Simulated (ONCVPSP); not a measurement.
# What one change does to a pseudopotential (Cs (Z = 55), ONCV)

Cs, optimised norm-conserving Vanderbilt (ONCV), made with ONCVPSP 4.0.1 (PBE, scalar-relativistic). Core [Kr] 4d10, reference 5s2 5p6 6s0.5 6p0.5. Waves: 5s+6s: rc 3.40 bohr, ncon 4, nbas 7, qcut 2.7 1/bohr, 2 projectors; 5p+6p: rc 3.25 bohr, ncon 5, nbas 8, qcut 4.5 1/bohr, 2 projectors; d scattering state at 0.45 Ha: rc 3.40 bohr, ncon 3, nbas 6, qcut 2.9 1/bohr, 2 projectors, debl 3.3 Ha. Local part: polynomial inside 2.30 bohr (lpopt 3, dvloc0 0 Ha). Core correction: Teter function, fcfact 5.5, rcfact 1.

In the d channel the program set the typed energies aside and used 0.050, 3.350 Ha.

Change: p: nbas 10.

Cutoffs: the cutoffs (Ha) at which the residual kinetic energy of the hardest occupied pseudo-wave falls to 1 and 0.1 mHa per electron; they do not see the model core or the augmentation charge, which bear on the density cutoff. Errors are all-electron minus pseudo energies relative to the spin-unpolarised reference configuration.

Task: What does the change do?

Result: The potential gets softer (3.8 Ha and 6.8 Ha → 3.7 Ha and 5.3 Ha); the errors of the 4 common tests hardly move; neither file shows a bound ghost.

| quantity | base | changed |
| --- | --- | --- |
| cutoff, loose | 3.8 Ha | 3.7 Ha |
| cutoff, tight | 6.8 Ha | 5.3 Ha |
| loose cutoff by channel | s 2.2 Ha, p 3.8 Ha | s 2.2 Ha, p 3.7 Ha |
| bound ghosts | none | none |
| GHOST(+) flags under 300 eV | d at 90.3 eV | d at 90.3 eV |
| error for 5s2 5p6 6s1 6p0, meV [ΔE -0.68 eV] | -0.1 | -0.1 |
| error for 5s2 5p6 6s0 6p0, meV [ΔE 3.18 eV] | -0.3 | -0.3 |
| error for 5s2 5p6 6s0.5 6p0, meV [ΔE 0.79 eV] | -0.1 | -0.1 |
| error for 5s2 5p6 5d1 6s0 6p0, meV [ΔE 0.99 eV] | -46 | -46 |
| s: phases at 3.46 bohr within 0.05 rad from the reference energy up to (Ha; the scan ends near 5) | 1.4 | 1.4 |
| p: phases at 3.30 bohr within 0.05 rad from the reference energy up to (Ha; the scan ends near 5) | 2.8 | 2.7 |
| d: phases at 3.46 bohr within 0.05 rad from the reference energy up to (Ha; the scan ends near 5) | 0.3 | 0.3 |
| rms error of d²Exc/dni dnj with the model core, mHa | 0.75 | 0.74 |

Base: The cutoffs count occupied waves only; projector 2 of the d channel, the hardest unoccupied one, needs 40 Ha at the loose tolerance. Changed file: The cutoffs count occupied waves only; projector 2 of the d channel, the hardest unoccupied one, needs 40 Ha at the loose tolerance.
